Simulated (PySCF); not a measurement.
# Finite-field polarisability of I (iodine, neutral)

[Kr] 4d10 5s2 5p5, 2P determinant. Computed with PySCF 2.14 in aug-cc-pVTZ-PP with ECP28MDF, with scalar relativity through the core potential. Frozen: 4s2 4p6 4d10. Energy changes in a uniform field (μhartree):

```
axis  F (au)        HF       MP2      CCSD   CCSD(T)
   x  0.0026   -99.166  -101.461  -101.373  -101.791
   x  0.0052  -396.743  -405.935  -405.588  -407.263
   y  0.0025  -102.917  -105.814  -105.593  -106.240
   y   0.005  -411.837  -423.447  -422.565  -425.157
```

By symmetry the remaining axis equals y.

Q: Derive α along x at CCSD(T) from the two fields.

A: With ΔE = −αF²/2 − γF⁴/24, α = −(16 ΔE(F) − ΔE(2F))/(6F²) = 30.11 bohr³.

Q: And the mean polarisability at each level?

A: The components xx, yy, zz at CCSD(T) are 30.11, 33.99, 33.99, the third axis being equal by symmetry to one of the two computed. Means: HF 31.73, MP2 32.58, CCSD 32.52, CCSD(T) 32.70 bohr³. Reference: 32.9 ± 1.3 bohr³ (recommended; Schwerdtfeger and Nagle, table of static dipole polarizabilities (2023 update)).
